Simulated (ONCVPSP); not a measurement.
**Which change was made? (V, ONCV)**

```json
{"Element": "V (Z = 23)", "Generator": "ONCVPSP 4.0.1", "Type": "optimised norm-conserving Vanderbilt (ONCV)", "Functional": "PBE", "Relativity": "scalar-relativistic", "Frozen core": "[Ne]", "Valence charge": "13", "Reference configuration": "3s2 3p6 3d3 4s1.75 4p0.25", "Partial waves": "3s+4s: rc 1.65 bohr, ncon 4, nbas 9, qcut 6.8 1/bohr, 2 projectors; 3p+4p: rc 1.60 bohr, ncon 3, nbas 7, qcut 9.8 1/bohr, 2 projectors; 3d: rc 1.10 bohr, ncon 3, nbas 8, qcut 10.1 1/bohr, 2 projectors, debl 2.9 Ha; f scattering state at 0.05 Ha: rc 1.75 bohr, ncon 3, nbas 6, qcut 7.3 1/bohr, 2 projectors, debl 0.5 Ha", "Local potential": "polynomial inside 0.95 bohr (lpopt 3, dvloc0 4 Ha)", "Core correction": "Teter function fitted to the true core (icmod 2), fcfact 0.35"}
```

Cutoffs, loose and tight: the cutoffs (Ha) at which the residual kinetic energy of the hardest occupied pseudo-wave falls to 1 and 0.1 mHa per electron. They do not see the model core or the augmentation charge, which bear on the density cutoff. Test errors are all-electron minus pseudo excitation energies from the reference, over the configurations 3s2 3p6 3d3 4s2 4p0; 3s2 3p6 3d3 4s1 4p0; 3s2 3p6 3d3 4s0 4p0; 3s2 3p6 3d4 4s1 4p0; variants that change the core or the reference have their own tests.

The base gives: outcome: generated; cutoff, loose: 49 Ha; cutoff, tight: 191 Ha; bound ghosts: none; GHOST(+) flags above zero: none; largest test error (meV): +5.0.

After one change the result is: outcome: generated; cutoff, loose: 330 Ha; cutoff, tight: 564 Ha; bound ghosts: none; GHOST(+) flags above zero: none; largest test error (meV): +9.6. Which change was it?
A. all radii but the core radius scaled by about 1.20 (s 1.98, p 1.92, d 1.32, f 2.10 bohr); local potential polynomial inside 1.14 bohr (lpopt 3, dvloc0 4 Ha)
B. all radii but the core radius scaled by about 0.76 (s 1.26, p 1.22, d 0.84, f 1.34 bohr); local potential polynomial inside 0.72 bohr (lpopt 3, dvloc0 4 Ha)
C. all radii but the core radius scaled by about 0.85 (s 1.40, p 1.36, d 0.94, f 1.48 bohr); local potential polynomial inside 0.80 bohr (lpopt 3, dvloc0 4 Ha)

B. The others give: all radii but the core radius scaled by about 1.20 (s 1.98, p 1.92, d 1.32, f 2.10 bohr); local potential polynomial inside 1.14 bohr (lpopt 3, dvloc0 4 Ha) → outcome: generated; cutoff, loose: 42 Ha; cutoff, tight: 47 Ha; bound ghosts: none; GHOST(+) flags above zero: none; largest test error (meV): +4.0 | all radii but the core radius scaled by about 0.85 (s 1.40, p 1.36, d 0.94, f 1.48 bohr); local potential polynomial inside 0.80 bohr (lpopt 3, dvloc0 4 Ha) → outcome: generated; cutoff, loose: 163 Ha; cutoff, tight: 368 Ha; bound ghosts: none; GHOST(+) flags above zero: none; largest test error (meV): +7.5.
